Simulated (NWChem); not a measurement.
Molecule: CuPH3I; SMILES [PH3]->[Cu][I]

```xyz
6

Cu    -0.0013     0.9071     0.0001
I     -0.0034    -1.4987     0.0000
P      0.0075     3.1021    -0.0002
H      1.0266     3.7908    -0.7074
H      0.1167     3.7969     1.2321
H     -1.1079     3.8044    -0.5256
```
Atoms are numbered in this order, from 1.

The geometry was optimised at PBE0/def2-SVP. def2 effective core potentials on I; no spin-orbit coupling.

### Question
List the 4 lowest vertical singlet excitations from Hartree-Fock/def2-SVP with def2 effective core potentials on I, CIS (NWChem).

### Answer
```
state  energy (eV)  oscillator strength  leading excitation (squared amplitude)
-----  -----------  -------------------  --------------------------------------
S1            5.88                0.046                      HOMO → LUMO (0.90)
S2            5.88                0.046                    HOMO−1 → LUMO (0.90)
S3            6.78                0.079                    HOMO−2 → LUMO (0.82)
S4            7.32                0.000                    HOMO → LUMO+1 (0.45)
```
